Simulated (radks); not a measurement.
Coulomb parameter of the 3d shell of the titanium ion Ti2+ in the model configuration [Ar] 3d1 4p1, as a second difference U = [E(n + 0.5) + E(n - 0.5) - 2 E(n)] / (0.5)^2 with all orbitals relaxed. "Bare": the charge of the atom changes with n. "Screened": the 4p shell takes up the change at fixed total charge, which measures U(3d,3d) + U(4p,4p) - 2 U(3d,4p). Method: scalar-relativistic Kohn-Sham, r2SCAN, spin-unpolarised, spherical densities, finite nucleus; meta-GGA in the generalised Kohn-Sham scheme; Fermi nuclear charge, rms radius 3.5921 fm; computed with a radial shooting solver on a logarithmic mesh with Libxc functionals.

start: configuration [Ar] 3d1 4p1; E - E(n) (eV) 0.000
bare +0.5: configuration [Ar] 3d1.5 4p1; E - E(n) (eV) -10.966
bare -0.5: configuration [Ar] 3d0.5 4p1; E - E(n) (eV) 14.652
screened +0.5: configuration [Ar] 3d1.5 4p0.5; E - E(n) (eV) -5.065
screened -0.5: configuration [Ar] 3d0.5 4p1.5; E - E(n) (eV) 6.108

U(bare) = 14.744 eV, U(screened by 4p) = 4.170 eV, against the Slater integral F0(3d,3d) = 19.269 eV with frozen orbitals.
